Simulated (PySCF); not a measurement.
A GIAO shielding run with PySCF (density fitting, non-relativistic, gas phase) on `[SiH3]O[SiH2][SiH2]c1cccs1`, C4H10OSSi3:

```
$ OMP_NUM_THREADS=1 python probes_run.py task.json out

{"job": {"kind": "nmr", "xc": "PBE0", "basis": "pcSseg-1"}, "charge": 0, "multiplicity": 1}
Si     2.049360     0.038881    -1.319072
O      2.232121    -0.030902     0.285809
Si     1.929452    -0.057081     1.883024
Si    -0.322349     0.367532     2.198541
C     -1.248662    -0.031627     0.612526
C     -1.669969     0.809089    -0.376229
C     -2.208152     0.147723    -1.500389
C     -2.184071    -1.202579    -1.363954
S     -1.506313    -1.682372     0.139518
H      1.173267    -1.060927    -1.718001
H      3.397781    -0.102685    -1.859918
H      1.454216     1.338331    -1.629373
H      2.383400    -1.384763     2.311795
H      2.832331     0.957896     2.437006
H     -0.929234    -0.446294     3.263303
H     -0.668976     1.768112     2.491998
H     -1.604417     1.879674    -0.290920
H     -2.594277     0.652622    -2.368339
H     -2.525313    -1.951379    -2.051149
```

Hardware: 1 thread of an Arm Neoverse V2, shared host. The job also computes population analyses, field gradients, ring-centre shieldings.

(1) How large is the calculation?

(2) How long does it take, and how much memory does it need?

## Answers

(1) 100 electrons, 231 basis functions and 1293 auxiliary functions.

(2) 52 s of wall time, with 14 SCF cycles and 5 response iterations; peak memory 1.1 GiB. Times on a shared host scatter by some tens of per cent.
